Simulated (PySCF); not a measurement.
```xyz
4
charge 0 multiplicity 2, angstrom
W    -0.5503    0.0000    0.0958
O    -1.4324    1.3953   -0.3034
O    -1.4324   -1.3953   -0.3034
Br    1.8623    0.0000   -0.0958
```

All numbers come from PySCF, UPBE0, basis W def2-TZVP with ECP60, O def2-TZVP, Br def2-TZVP (scalar-relativistic core potentials, no spin–orbit coupling, density fitting).

This geometry of WO₂Br is a stationary point at this level.

Question: What is the point group?

Answer: Cs.

Question: Is it a minimum?

Answer: Yes: all harmonic wavenumbers are real.

Question: List the harmonic modes with their infrared intensities.

Answer: 
```csv
symmetry,ω (cm⁻¹),IR (km/mol),type
a',94,16.3,bend
a'',142,2.5,bend
a',254,14.4,mixed
a',360,11.9,bend
a'',1006,184,stretch
a',1058,97.5,stretch
```

Question: What is the atomisation energy, with and without zero-point energy?

Answer: 1744 kJ/mol without, 1726 kJ/mol with.

Other isomers or separated fragments may lie lower. With open d or f shells other occupations or spin states may lie lower. With an element this heavy the missing spin–orbit coupling can shift these numbers.
